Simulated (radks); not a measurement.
Q: The nickel ion Ni2.25+, 25.75 electrons, occupied as [Ar] 3d(up 5, down 2.75) (fractional occupations, a model configuration). Calculated with a radial shooting solver on a logarithmic mesh with Libxc functionals: scalar-relativistic Kohn-Sham, PBE, spin-polarised, spherical densities, finite nucleus; Fermi nuclear charge, rms radius 3.7757 fm. Some entries of the table are withheld. Estimate them.

orbital  occ.  eigenvalue (eV)  <r^2> (bohr^2)  <1/r> (bohr^-1)
1s down     1        -8236.608        0.003935            28.09
1s up       1        -8236.603        0.003935            28.09
2s up       1        -1006.535         0.07085            6.068
2s down     1        -1005.261         0.07073            6.073
2p up       3        -869.2664         0.05696            5.955
2p down     3        -868.3085         0.05683            5.960
3s up       1        -136.5556          0.6304            1.921
3s down     1        -133.9477          0.6333            1.916
3p up       3              (1)          0.7094            1.775
3p down     3              (2)          0.7150            1.768
3d up       5              (3)           1.141            1.412
3d down  2.75              (4)           1.204            1.391

A: 
(1) 3p up eigenvalue (eV): -96.8373
(2) 3p down eigenvalue (eV): -94.2795
(3) 3d up eigenvalue (eV): -33.8042
(4) 3d down eigenvalue (eV): -31.4297
